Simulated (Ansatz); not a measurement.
C2H8B2Si, relaxed with RKS PBE0-D4/def2-TZVP in Ansatz from a PBE-D4/def2-SVP geometry. The force threshold is 0.005 eV/Å; the program also tests the step.

Charge 0, multiplicity 1. The bonds changed during the relaxation, so this is another structure than the one it started from.

Start:

```xyz
13

B     1.392   -1.113    0.689
B     1.219   -0.826   -0.873
C     0.467    0.207   -1.676
Si    0.155    0.570    0.267
C    -1.665    0.352    0.710
H     0.650   -1.971    1.163
H     2.451   -0.935    1.272
H     1.072    1.005   -2.150
H    -0.365   -0.110   -2.332
H     0.734    1.932    0.517
H    -2.298    1.124    0.226
H    -1.805    0.414    1.808
H    -2.007   -0.650    0.380
```

```json
{"step": "1", "energy (eV)": "-11426.8601", "largest force (eV/Å)": "0.537", "largest move (Å)": "0.000"}
{"step": "2", "energy (eV)": "-11426.9068", "largest force (eV/Å)": "0.171", "largest move (Å)": "0.028"}
{"step": "3", "energy (eV)": "-11426.9131", "largest force (eV/Å)": "0.070", "largest move (Å)": "0.014"}
{"step": "4", "energy (eV)": "-11426.9137", "largest force (eV/Å)": "0.032", "largest move (Å)": "0.007"}
{"step": "5", "energy (eV)": "-11426.9142", "largest force (eV/Å)": "0.045", "largest move (Å)": "0.012"}
{"step": "6", "energy (eV)": "-11426.9144", "largest force (eV/Å)": "0.025", "largest move (Å)": "0.023"}
{"step": "7", "energy (eV)": "-11426.9147", "largest force (eV/Å)": "0.035", "largest move (Å)": "0.017"}
{"step": "8", "energy (eV)": "-11426.9154", "largest force (eV/Å)": "0.052", "largest move (Å)": "0.045"}
{"step": "9", "energy (eV)": "-11426.9181", "largest force (eV/Å)": "0.153", "largest move (Å)": "0.166"}
{"step": "10", "energy (eV)": "-11426.9211", "largest force (eV/Å)": "0.172", "largest move (Å)": "0.054"}
{"step": "11", "energy (eV)": "-11426.9293", "largest force (eV/Å)": "0.439", "largest move (Å)": "0.195"}
{"step": "12", "energy (eV)": "-11426.9608", "largest force (eV/Å)": "0.562", "largest move (Å)": "0.193"}
{"step": "13", "energy (eV)": "-11427.0502", "largest force (eV/Å)": "0.539", "largest move (Å)": "0.193"}
{"step": "14", "energy (eV)": "-11427.1742", "largest force (eV/Å)": "0.663", "largest move (Å)": "0.192"}
{"step": "15", "energy (eV)": "-11427.2064", "largest force (eV/Å)": "0.844", "largest move (Å)": "0.197"}
{"step": "16 (rejected)", "energy (eV)": "-11427.1322", "largest force (eV/Å)": "1.310", "largest move (Å)": "0.200"}
{"step": "17", "energy (eV)": "-11427.2559", "largest force (eV/Å)": "0.412", "largest move (Å)": "0.095"}
{"step": "18 (rejected)", "energy (eV)": "-11427.2450", "largest force (eV/Å)": "0.303", "largest move (Å)": "0.091"}
{"step": "19", "energy (eV)": "-11427.2592", "largest force (eV/Å)": "0.394", "largest move (Å)": "0.019"}
{"step": "20 (rejected)", "energy (eV)": "-11427.2590", "largest force (eV/Å)": "0.257", "largest move (Å)": "0.024"}
{"step": "21", "energy (eV)": "-11427.2645", "largest force (eV/Å)": "0.038", "largest move (Å)": "0.012"}
{"step": "22", "energy (eV)": "-11427.2647", "largest force (eV/Å)": "0.022", "largest move (Å)": "0.009"}
{"step": "23", "energy (eV)": "-11427.2647", "largest force (eV/Å)": "0.009", "largest move (Å)": "0.003"}
{"step": "24", "energy (eV)": "-11427.2647", "largest force (eV/Å)": "0.010", "largest move (Å)": "0.003"}
{"step": "25", "energy (eV)": "-11427.2647", "largest force (eV/Å)": "0.002", "largest move (Å)": "0.002"}
```

End:

```xyz
13

B     1.569   -0.824    0.765
B     1.387   -0.716   -0.732
C     0.441    0.078   -1.616
Si    0.155    0.613    0.235
C    -1.619    0.387    0.774
H     0.852   -1.718    0.004
H     2.013   -1.259    1.769
H     0.884    0.851   -2.239
H    -0.415   -0.396   -2.090
H     0.680    1.979    0.471
H    -2.269    1.128    0.304
H    -1.708    0.488    1.858
H    -1.971   -0.610    0.498
```

Hardware: 4 threads of an Arm Neoverse V1 on a shared host. Wall time 96 s, peak host memory 0.57 GiB.
